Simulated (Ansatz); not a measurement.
CH7FSi2, SMILES `F[SiH2]C[SiH3]`, relaxed with RKS PBE-D4/def2-SVP in Ansatz 0.2.0 from a rough embedded geometry. The force threshold is 0.03 eV/Å; the program also tests the step.

Total charge 0; spin multiplicity 1.

Start:

```xyz
11

F     1.899    0.923    0.929
Si    1.380    0.440   -0.430
C     0.048   -0.835   -0.162
Si   -1.405    0.084    0.542
H     0.943    1.547   -1.316
H     2.507   -0.239   -1.186
H    -0.243   -1.313   -1.119
H     0.351   -1.639    0.496
H    -1.037    0.709    1.882
H    -1.871    1.174   -0.375
H    -2.571   -0.853    0.738
```

Q: By how much does the energy fall, and how many steps does the optimiser take? (Estimate.)

A: The calculation gave: 38.10 kJ/mol, in 14 steps, 1 of them rejected.

Q: Which bonds change most? (Estimate.)

A: Computed: F1–Si2 from 1.533 to 1.647 Å; C3–Si4 from 1.858 to 1.901 Å; C3–H8 from 1.083 to 1.111 Å; Si4–H9 from 1.524 to 1.502 Å.

Q: Give the relaxed structure. (Estimate.)

A: The calculation gave: 
```xyz
11

F     1.637    1.367    0.745
Si    1.446    0.390   -0.567
C     0.010   -0.768   -0.231
Si   -1.446    0.055    0.673
H     1.152    1.268   -1.750
H     2.738   -0.350   -0.773
H    -0.352   -1.167   -1.204
H     0.354   -1.637    0.369
H    -1.088    0.331    2.105
H    -1.799    1.353   -0.003
H    -2.652   -0.845    0.637
```
